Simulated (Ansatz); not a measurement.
A search over several starts for the lowest SCF solution of CH5AsS⁺, that is AsH2(SMe) with one electron fewer at the given spin, in a small basis.

```yaml
crystal:
  periodic: [false, false, false]
  atoms:
    - {symbol: As, position_ang: [0.773525, 1.525002, 0.085373]}
    - {symbol: H, position_ang: [2.067981, 1.553966, -0.718959]}
    - {symbol: H, position_ang: [0.158004, 2.624216, -0.770091]}
    - {symbol: S, position_ang: [-0.178171, -0.172193, -1.010465]}
    - {symbol: C, position_ang: [-0.627484, -1.209932, 0.402534]}
    - {symbol: H, position_ang: [0.253130, -1.552816, 0.944744]}
    - {symbol: H, position_ang: [-1.142495, -2.077110, -0.013676]}
    - {symbol: H, position_ang: [-1.304491, -0.691122, 1.080540]}
basis:
  gaussian: {orbitals: def2-SVP}
total_charge: 1
magnetization: {spin_polarized: true, initial_magnetization: 1}
hamiltonian: {xc: pbe0, dispersion: d4}
output: {orbitals: {seedname: orbitals}}
```

```sh
$ ansatz run in.yaml --threads 4 --pin off --events-out ev --progress --plain --max-ram 3916MiB
```

Shortened log:

```
Functional definition: PBE0
879 factors; integrals over basis functions are off by at most 1.1e-3 eV
mean field evaluation 1: about -72754.0183 eV, gradient 3.7e1 eV
mean field evaluation 2: about -72743.0416 eV, gradient 5.3e1 eV
mean field evaluation 4: about -72761.0448 eV, gradient 1.2e1 eV
mean field evaluation 8: about -72762.0761 eV, gradient 1.0e0 eV
mean field evaluation 16: about -72762.2288 eV, gradient 3.8e-2 eV
mean field evaluation 32: about -72762.2288 eV, gradient 3.8e-5 eV
mean field -72762.22883901 eV, -2673.9625898233 hartree, gradient 8.2e-6 eV, S^2 0.754793; 2 other end points of the search recorded, 0 dependent functions left out
reference -72762.22886036 eV, -2673.9625906079 hartree; 30, 29 occupied and 59, 60 virtual orbitals, 879 factors
Total energy: -72762.34945399 eV, -2673.9670223424 hartree
```

Hardware: 4 threads of Intel Xeon 6975P-C on a shared host. Wall time 1.2 s.
